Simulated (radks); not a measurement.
Neutral neodymium, configuration [Xe] 4f4 6s2.

All-electron calculation, Dirac Kohn-Sham, PBE, spin-unpolarised, spherical densities, point nucleus; open shells are shared between the two j in proportion to 2j + 1. Program: a radial shooting solver on a logarithmic mesh with Libxc functionals.

Energy parts (hartree):
total: -9629.8752
kinetic: 10386.2115
electron-nucleus: -23530.1680
Hartree: 3737.1851
exchange-correlation: -223.1038

Orbitals (lengths in bohr, moments of r in powers of bohr):
\begin{tabular}{lrrrr}
orbital & occ. & eigenvalue (hartree) & <r> & <r^2> \\ \hline
1s1/2 & 2 & -1593.573 & 0.02363 & 0.0007598 \\
2s1/2 & 2 & -257.6324 & 0.1005 & 0.01197 \\
2p1/2 & 2 & -243.7196 & 0.08422 & 0.008751 \\
2p3/2 & 4 & -224.6070 & 0.09063 & 0.01000 \\
3s1/2 & 2 & -55.89447 & 0.2659 & 0.08094 \\
3p1/2 & 2 & -49.95704 & 0.2556 & 0.07596 \\
3p3/2 & 4 & -46.14153 & 0.2681 & 0.08332 \\
3d3/2 & 4 & -35.80959 & 0.2394 & 0.06759 \\
3d5/2 & 6 & -34.98489 & 0.2433 & 0.06967 \\
4s1/2 & 2 & -11.11570 & 0.6072 & 0.4163 \\
4p1/2 & 2 & -8.87543 & 0.6237 & 0.4427 \\
4p3/2 & 4 & -8.04823 & 0.6519 & 0.4834 \\
4d3/2 & 4 & -4.36864 & 0.7013 & 0.5710 \\
4d5/2 & 6 & -4.22250 & 0.7114 & 0.5875 \\
5s1/2 & 2 & -1.48493 & 1.474 & 2.444 \\
5p1/2 & 2 & -0.88915 & 1.666 & 3.156 \\
5p3/2 & 4 & -0.77819 & 1.759 & 3.520 \\
6s1/2 & 2 & -0.12871 & 4.437 & 22.34 \\
4f5/2 & 1.71429 & -0.07274 & 1.116 & 1.790 \\
4f7/2 & 2.28571 & -0.05795 & 1.142 & 1.903 \\
\end{tabular}

The highest occupied level is 4f7/2 at -1.577 eV. For comparison, the ionisation energy in NIST's Atomic Spectra Database is 5.525 eV (measured). In exact Kohn-Sham theory the highest level is minus the ionisation energy, but local and semilocal functionals leave it too shallow, through self-interaction and a potential that decays too fast; potentials with the right tail come closer.

Beside tabulated values, note that spin-unpolarised runs miss the spin-polarisation part of the exchange energy of open shells.
